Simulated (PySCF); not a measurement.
Sn(F)(OH) (FHOSn), SMILES [OH][Sn][F] (connectivity only; charge and spin as stated), neutral, multiplicity 1.

Geometry: PBE-D3(BJ)/def2-TZVP. The def2 effective core potentials stand for the cores of Sn; spin–orbit coupling is left out. The values are those of a single conformer.

Level of theory: TDA-B3LYP/def2-SVPD (PySCF).

Vertical excitations. The molecule is in vacuum. State labels are in the subgroup Cs.

| state | symmetry | energy (eV) | λ (nm) | f | main pairs |
|---|---|---|---|---|---|
| S1 | A" | 4.67 | 266 | 0.064 | HOMO→LUMO 88 % |
| S2 | A' | 5.46 | 227 | 0.015 | HOMO−1→LUMO 88 % |
| S3 | A" | 5.91 | 210 | 0.080 | HOMO−2→LUMO 87 % |
| S4 | A" | 6.46 | 192 | 0.001 | HOMO−4→LUMO 99 % |
| S5 | A' | 6.59 | 188 | 0.083 | HOMO→LUMO+1 58 %, HOMO−3→LUMO 31 % |
| S6 | A" | 6.81 | 182 | 0.007 | HOMO−1→LUMO+1 99 % |
| S7 | A' | 6.87 | 180 | 0.073 | HOMO−3→LUMO 56 %, HOMO→LUMO+1 25 %, HOMO−2→LUMO+1 14 % |
| S8 | A" | 7.28 | 170 | 0.042 | HOMO−1→LUMO+2 98 % |
| S9 | A' | 7.44 | 167 | 0.438 | HOMO→LUMO+2 76 % |
| S10 | A' | 7.86 | 158 | 0.164 | HOMO→LUMO+3 82 % |
| T1 | A" | 3.53 | 351 | 0 | HOMO→LUMO 98 % |
| T2 | A' | 4.39 | 283 | 0 | HOMO−1→LUMO 99 % |
| T3 | A" | 5.31 | 234 | 0 | HOMO−2→LUMO 98 % |
| T4 | A' | 5.49 | 226 | 0 | HOMO→LUMO+1 96 % |
Triplets are in the Tamm–Dancoff approximation.
